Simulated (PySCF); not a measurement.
First SCF of a structure search on triplet WOCl₂, at a hand-made T-shaped (ligand arrangement 1) geometry. PySCF input:

```python
from pyscf import gto, scf, dft
mol = gto.M(atom='''
W      0.000000     0.000000     0.000000
O     -1.768900     0.000000     0.061800
Cl     0.000000     0.000000     2.360000
Cl     2.358600     0.000000     0.082400''',
    basis={'W': 'def2-TZVP', 'O': 'def2-TZVP', 'Cl': 'def2-TZVP'},
    ecp={'W': 'def2-TZVP'},
    charge=0, spin=2)
mf = dft.UKS(mol, xc='PBE0')
mf.grids.atom_grid = (50, 194)
aux = {'W': 'def2-universal-JKFIT', 'O': 'def2-universal-JKFIT', 'Cl': 'def2-universal-JKFIT'}
mf = mf.density_fit(auxbasis=aux)
mf.conv_tol = 1e-08
mf.diis_space = 10
mf.max_cycle = 60
mf.init_guess = 'minao'
mf.verbose = 4
mf.kernel()
```

Excerpt of the output (cycles alone):

```
init E= -1042.75420090482
cycle= 1 E= -1061.98447832297  delta_E= -19.2  |g|= 1.02  |ddm|= 5.49
cycle= 2 E= -1052.5310473951  delta_E= 9.45  |g|= 3.88  |ddm|= 2.89
cycle= 3 E= -1062.4305788848  delta_E= -9.9  |g|= 0.24  |ddm|= 2.54
cycle= 4 E= -1062.43690145605  delta_E= -0.00632  |g|= 0.228  |ddm|= 0.382
cycle= 5 E= -1062.45896188601  delta_E= -0.0221  |g|= 0.0614  |ddm|= 0.191
cycle= 6 E= -1062.46041634724  delta_E= -0.00145  |g|= 0.0411  |ddm|= 0.0662
cycle= 7 E= -1062.46117794187  delta_E= -0.000762  |g|= 0.0131  |ddm|= 0.0249
cycle= 8 E= -1062.46133286713  delta_E= -0.000155  |g|= 0.00496  |ddm|= 0.0159
cycle= 9 E= -1062.46138756178  delta_E= -5.47e-05  |g|= 0.00274  |ddm|= 0.0109
cycle= 10 E= -1062.4614123545  delta_E= -2.48e-05  |g|= 0.0016  |ddm|= 0.00783
cycle= 11 E= -1062.46142293063  delta_E= -1.06e-05  |g|= 0.000517  |ddm|= 0.00746
cycle= 12 E= -1062.46142364201  delta_E= -7.11e-07  |g|= 0.000259  |ddm|= 0.00171
cycle= 13 E= -1062.46142377147  delta_E= -1.29e-07  |g|= 0.000138  |ddm|= 0.000634
cycle= 14 E= -1062.46142381687  delta_E= -4.54e-08  |g|= 3.34e-05  |ddm|= 0.000506
cycle= 15 E= -1062.46142381925  delta_E= -2.38e-09  |g|= 1.91e-05  |ddm|= 9.92e-05
Extra cycle  E= -1062.46142381926  delta_E= -1.75e-11  |g|= 3.49e-05  |ddm|= 4.34e-05
converged SCF energy = -1062.46142381926  <S^2> = 2.0456109  2S+1 = 3.0302547
```

No lower solution of this spin was found from smeared starts or by a stability analysis within the unrestricted form.

With open d or f shells other occupations or spin states may lie lower. No spin–orbit coupling is included, which matters more the heavier the element.

The search for the lowest solution, 3 starts and the stability check together, took 25 s on 4 threads of a shared Arm Neoverse V2 host, with 145 basis functions; the process peaked at 0.62 GiB.
